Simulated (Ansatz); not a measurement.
Job for Ansatz (a first-principles code): R-RI-MP2/aug-cc-pVTZ on C2H6FN (a complex), monomers drawn apart or pushed together. Files ending in .json are basis or fitting sets from the Basis Set Exchange.

Ansatz 0.2 input:
```yaml
crystal:
  periodic: [false, false, false]
  atoms:
    - {symbol: N, position_ang: [-0.02761160, -0.09532381, 0.64327986]}
    - {symbol: H, position_ang: [0.65504430, 0.24667522, 1.31115156]}
    - {symbol: H, position_ang: [0.41783056, -0.82509455, 0.09884847]}
    - {symbol: H, position_ang: [-0.24275256, 0.66623092, 0.00995532]}
    - {symbol: C, position_ang: [-0.96674183, -0.28949420, 4.85709850]}
    - {symbol: C, position_ang: [0.13500905, 0.22733143, 5.35879609]}
    - {symbol: F, position_ang: [1.15759721, 0.64392504, 4.56917981]}
    - {symbol: H, position_ang: [-1.10275535, -0.40399191, 3.78858706]}
    - {symbol: H, position_ang: [-1.74740814, -0.60376478, 5.53475357]}
    - {symbol: H, position_ang: [0.36271537, 0.38150726, 6.40501017]}
basis:
  gaussian:
    orbitals: aug-cc-pVTZ
    fitting: {mean_field: def2-universal-JKFIT, correlation: aug-cc-pVTZ-RIFIT.json}
magnetization: {spin_polarized: false}
correlation: {method: mp2, electrons: outside_noble_gas}
scf: {lower_state_search: off}
```

The head of its log:

```
WARN ansatz: RAYON_NUM_THREADS=2 ignored (pool sized by the plan → 2); use --threads N
Functional definition: HF
these checks for a lower state are left out or cut short: stability, starts, cluster_reference, orbital_swaps, neighbouring_geometries, increment
integrals: 0.35 GiB planned
412 factors; integrals over basis functions are off by at most 9.5e-1 eV
mean field: 0.61 GiB planned
mean field evaluation 1: about -6341.0934 eV, gradient 4.3e1 eV
mean field evaluation 2: about -6344.1779 eV, gradient 2.2e1 eV
mean field evaluation 4: about -6345.0902 eV, gradient 9.0e-1 eV
mean field -6345.09364679 eV, -233.1778906607 hartree, gradient 1.0e-6 eV, S^2 0.000000; 0 other end points of the search recorded, 0 dependent functions left out
4 core orbitals not correlated
700 factors; their error is unknown
reference -6345.09364679 eV, -233.1778906607 hartree; 13, 13 occupied and 305, 305 virtual orbitals, 700 factors
```

**Question.** What total energy does the run end on?

**Answer.** -234.0057 hartree.
